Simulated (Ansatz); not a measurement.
Basis sets compared for K₃H₃⁺ (the lowest doublet isomer of a short search). Charge 1, multiplicity 2. Geometry B3LYP-D4/def2-TZVP. Ansatz on 4 threads of Arm Neoverse V1 on a shared host; times are rough, and most runs start from earlier orbitals.

```tsv
atom	x (Å)	y (Å)	z (Å)
K1	3.4889	-0.7274	1.8638
K2	-0.3872	-0.1444	-0.4918
K3	1.3224	4.1641	1.8564
H4	1.5654	-0.9466	0.5393
H5	-3.1027	-0.8217	-1.9464
H6	-2.8867	-1.5240	-1.8212
```

The 6-31G sets use Cartesian d functions. B3LYP takes the VWN-RPA correlation. In the doublet, H5 and H6 lie 0.75 Å apart (atoms count from 1), so H2 has formed as a molecule. The structure comes from a short search, and lower isomers may exist.

```json
{"level": "HF/STO-3G", "functions": "42", "energy (Eh)": "-1780.8788", "HOMO (eV)": "-4.70", "LUMO (eV)": "0.71", "wall time": "0.15 s"}
{"level": "HF/6-31G", "functions": "93", "energy (Eh)": "-1798.9454", "HOMO (eV)": "-6.93", "LUMO (eV)": "-2.50", "wall time": "0.75 s"}
{"level": "PBE-D4/def2-SVP", "functions": "87", "energy (Eh)": "-1800.4828", "HOMO (eV)": "-5.46", "LUMO (eV)": "-4.78", "wall time": "2.1 s"}
{"level": "B3LYP-D4/6-31G", "functions": "93", "energy (Eh)": "-1801.3401", "HOMO (eV)": "-5.80", "LUMO (eV)": "-4.51", "wall time": "3.6 s"}
{"level": "PBE0-D4/def2-SVP", "functions": "87", "energy (Eh)": "-1800.6365", "HOMO (eV)": "-5.89", "LUMO (eV)": "-4.22", "wall time": "2.7 s"}
```

Problem. Estimate the rows for PBE-D4/def2-TZVP (with forces), B3LYP-D4/def2-TZVP, PBE0-D4/def2-TZVP.

Solution. 
| level | functions | energy (Eh) | HOMO (eV) | LUMO (eV) | wall time |
| --- | --- | --- | --- | --- | --- |
| PBE-D4/def2-TZVP (with forces) | 117 | -1800.7248 | -5.45 | -4.77 | 2.9 s |
| B3LYP-D4/def2-TZVP | 117 | -1801.4466 | -5.80 | -4.48 | 3.6 s |
| PBE0-D4/def2-TZVP | 117 | -1800.8737 | -5.89 | -4.20 | 5.5 s |
